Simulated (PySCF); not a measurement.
Highest orbital energy against ionisation energy along group 14

Calculated with PySCF 2.14, no spin-orbit coupling. Each cell gives −ε(HOMO) / ΔSCF in eV; NIST values include spin-orbit coupling, (s) semi-empirical, (t) theoretical.

```csv
species,UHF,LDA,PBE,PBE0,r2SCAN,NIST (lowest levels)
"C²⁺ (aug-cc-pVTZ-DK, spin-free X2C)",46.115 / 45.806,40.161 / 46.966,40.365 / 47.123,42.046 / 47.062,40.679 / 46.641,47.888
"Si²⁺ (aug-cc-pVTZ-DK, spin-free X2C)",32.227 / 32.023,28.652 / 33.587,28.524 / 33.448,29.683 / 33.310,28.701 / 32.932,33.493
"Ge²⁺ (aug-cc-pVTZ-DK, spin-free X2C)",32.453 / 32.206,29.613 / 34.809,29.225 / 34.398,30.263 / 34.035,29.516 / 34.035,34.058
"Sn²⁺ (aug-cc-pVTZ-DK3, spin-free X2C)",28.780 / 28.528,26.508 / 31.151,26.065 / 30.673,26.977 / 30.332,26.232 / 30.294,30.506
"Pb²⁺ (aug-cc-pVTZ-DK3, spin-free X2C)",30.115 / 29.778,27.807 / 32.587,27.375 / 32.098,28.316 / 31.743,27.586 / 31.866,31.937
```

Question: How far is −ε(HOMO) from ΔSCF on average for each method, and why?

Answer: UHF 0.27 eV; LDA -5.27 eV; PBE -5.24 eV; PBE0 -3.84 eV; r2SCAN -4.61 eV. Hartree-Fock orbital energies lack relaxation and so exceed the ΔSCF value; semilocal functionals have convex E(N) from self-interaction, so their HOMO lies far too high; exact exchange moves hybrids part of the way back.
